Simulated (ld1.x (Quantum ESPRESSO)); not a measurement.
# S, ultrasoft: configuration errors across variants

| Property | Result |
| --- | --- |
| Element | S |
| Generator | ld1.x (Quantum ESPRESSO) 7.5 |
| Type | ultrasoft |
| Functional | LDA (PZ) |
| Relativity | scalar-relativistic |
| Frozen core | [Ne] |
| Valence charge | 6 |
| Reference configuration | 3s2 3p3.5 (charge +0.5) |
| Partial waves | 3s (bound): rcut 1.15, rcutus 1.25 bohr; 3s channel at -1.1 Ry: rcut 1.15, rcutus 1.25 bohr; 3p (bound): rcut 1.15, rcutus 1.30 bohr; 3p channel at 0.85 Ry: rcut 1.15, rcutus 1.30 bohr; 3d channel at 0.45 Ry: rcut 1.10, rcutus 1.20 bohr; 3d channel at 2.75 Ry: rcut 1.10, rcutus 1.20 bohr |
| Local potential | all-electron potential smoothed inside 1.00 bohr (lloc = -1) |
| Core correction | a·sin(br)/r model core inside 1.25 bohr |
| Augmentation charge | built from norm-conserving waves at rcut, not smoothed further |

All-electron excitation energies from the reference (eV): (1) 3s2 3p4 -4.709; (2) 3s2 3p3 7.154; (3) 3s2 3p2 29.527; (4) 3s2 3p0 110.668; (5) 3s2 3p1 63.685; (6) 3s1 3p5 5.531; (7) 3s1 3p4 17.952; (8) 3s2 3p3.5 spin -1.223; (9) 3s2 3p4 spin -5.415.

Spin tests fill each open shell by Hund’s rule, majority spin first.

The overlap operator is not positive definite (basis up to 400 Ry) in “local potential all-electron potential smoothed inside 0.48 bohr (lloc = -1)”. Such files are unfit for use, however small their errors in these radial tests.

3 further variants failed, have other tests or too few solved ones, and are left out.

A true bound ghost makes a file unfit for plane-wave use even where its test errors are small: the radial tests pick states by their node count and pass the ghost by.

Errors AE − PS in meV (a dash: test not solved or not reliable):

| change | (1) | (2) | (3) | (4) | (5) | (6) | (7) | (8) | (9) | bound ghosts |
| --- | --- | --- | --- | --- | --- | --- | --- | --- | --- | --- |
| base | +0.6 | +0.1 | +8.6 | +160 | +48 | +1.8 | +2.1 | +59 | +33 | s |
| waves 3s (bound): rcut 1.15, rcutus 1.38 bohr; 3s channel at -1.1 Ry: rcut 1.15, rcutus 1.38 bohr | +0.6 | +0.1 | +8.6 | +160 | +48 | +1.8 | +2.1 | +59 | +33 | none |
| core correction none | +0.7 | +0.3 | +14 | +258 | +76 | +2.5 | +4.4 | +110 | +61 | s |
| waves 3d channel at 0.45 Ry: rcut 0.98, rcutus 1.04 bohr; 3d channel at 2.75 Ry: rcut 0.98, rcutus 1.04 bohr | +0.6 | +0.1 | +8.6 | +160 | +48 | +1.8 | +2.1 | +59 | +33 | s |
| local potential all-electron potential smoothed inside 0.48 bohr (lloc = -1) | +0.6 | +0.1 | +8.7 | +160 | +48 | +1.8 | +2.1 | +59 | +33 | not determined (overlap not positive) |
| wave 3d channel at 0.45 Ry: rcut 1.10, rcutus 1.20 bohr becomes 3d channel at 0.05 Ry: rcut 1.10, rcutus 1.20 bohr | +0.6 | +0.1 | +8.6 | +160 | +48 | +1.8 | +2.1 | +59 | +33 | s |
| all radii but the core radius scaled by about 1.39 (s 1.74, p 1.80, d 1.66 bohr, rcut 1.60/1.60/1.52); local potential all-electron potential smoothed inside 1.38 bohr (lloc = -1) | +0.7 | +0.3 | +14 | +237 | +73 | -0.3 | -0.8 | +67 | +38 | none |
| local potential all-electron potential smoothed inside 0.95 bohr (lloc = -1) | +0.6 | +0.1 | +8.6 | +160 | +48 | +1.8 | +2.1 | +59 | +33 | s |

(1) Give the same row for: augmentation PSQ, inside the norm-conserving radii.

Answers

(1) +0.5, -0.2, +3.9, +91, +26, +1.3, +0.2, +73, +41; bound ghosts: s.
